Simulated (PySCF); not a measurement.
An unknown is described by computed data only.

Elements present: C, Cl, H and Si. Monoisotopic mass: 127.9616 u.

| Item | Value |
| --- | --- |
| Dipole | 2.60 D [PBE0/def2-SVPD] |
| NMR, other nuclei | isotropic shieldings of nuclei other than C and H, by class: 283 (1 Si), 856 (2 Cl) ppm [GIAO CAM-B3LYP/pcSseg-2] |
| XPS | Si2p3/2 108.2, Cl2p3/2 205.9 (×2), C1s 290.8 (×2), Si1s 1848.2, Cl1s 2828.5 (×2) eV [ΔSCF SCAN, pcX-2 on the ionised atom, pcseg-1 elsewhere, spin-free X2C, 2p3/2 from a spin–orbit splitting computed afterwards within the 2p shell] |
| Polarisability | 77.0 au [PBE0/def2-SVPD] |
| Rotational structure | rotational constants A, B, C: 2.550, 1.806, 1.601 GHz [PBE0-D3(BJ)/def2-SVP] |
| 13C NMR | chemical shifts (computed TMS as zero) by class: 7.6 (2 C) ppm [GIAO CAM-B3LYP/pcSseg-2] |
| 1H NMR | chemical shifts (computed TMS as zero) by class: 0.60 (6 H) ppm [GIAO CAM-B3LYP/pcSseg-2] |
| Triplet | lowest triplet excitation (Tamm–Dancoff): 7.41 eV [TDA PBE0/def2-SVPD] |
| UV, first state | lowest singlet excitation: 7.77 eV (160 nm, f = 0.069) [TDDFT PBE0/def2-SVPD] |

Electronic properties: PySCF, gas phase, density fitting. Levels stand in brackets. Geometry: PBE0-D3(BJ)/def2-SVP; no solvent, vibrations or thermal averaging. NMR classes are plain means over equivalent atoms (diastereotopic ones count apart unless rotation or inversion swaps them), as if these changed places fast.

Q: Which formula fits the mass and the elements?

A: C2H6Cl2Si (calculated 127.9616). No other formula that holds each of these elements comes within 0.0003 u with a fitting electron parity and a possible valence count.

Q: Give a SMILES that accounts for the data.

A: Numbering: `[CH3:1][Si:2]([CH3:3])([Cl:4])[Cl:5]`. Its formula, C2H6Cl2Si, gives 0 degrees of unsaturation, so no ring and no π bond. 2 carbons fall into 1 class: Si-methyl carbon [C1/C3] (7.6 ppm, 2 C). All hydrogens form one class (0.60 ppm): methyl hydrogen. The other shieldings belong to: 283 ppm, chlorine-bound silicon [Si2]; 856 ppm, silicon-bound chlorine [Cl4/Cl5]. The core levels belong to: Si2p3/2 108.2 eV, chlorine-bound silicon [Si2]; Cl2p3/2 205.9 eV, silicon-bound chlorine [Cl4/Cl5]; C1s 290.8 eV, Si-methyl carbon [C1/C3]; Si1s 1848.2 eV, chlorine-bound silicon [Si2]; Cl1s 2828.5 eV, silicon-bound chlorine [Cl4/Cl5]. By its constants the optimised geometry is an asymmetric top. Structure: dimethyldichlorosilane, `C[Si](C)(Cl)Cl`. The assignments are read from this structure; whether some other isomer fits the data as well wasn't checked.
